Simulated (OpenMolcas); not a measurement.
## How methods differ on GeH3O2F (SMILES [OH][GeH]([OH])[F])

The species is GeH3O2F (7 atoms), meant as a singlet with charge 0. As SMILES, `[OH][GeH]([OH])[F]`. The coordinates come from a PBE0-D4/def2-TZVP relaxation. This is one conformer, not always the lowest.

Each level gives the vertical energy of the triplet above the singlet (eV). The values are calculated.

```tsv
level	kind	program	value (eV)
BLYP/def2-SVP	GGA	OpenMolcas	6.66
revPBE/def2-SVP	GGA	OpenMolcas	6.80
M06-L/def2-SVP	meta-GGA	OpenMolcas	7.49
TPSS/def2-SVP	meta-GGA	OpenMolcas	6.93
r2SCAN/def2-SVP	meta-GGA	OpenMolcas	7.22
B3LYP/def2-SVP	global hybrid	OpenMolcas	7.28
BHLYP/def2-SVP	global hybrid	OpenMolcas	7.60
PBE0/def2-SVP	global hybrid	OpenMolcas	7.44
```

All-electron rows without a relativistic Hamiltonian named are non-relativistic. The values span 6.66 to 7.60 eV. A triplet this far above the singlet is often a Rydberg-like or dissociative state; sets without diffuse functions put Rydberg states too high.
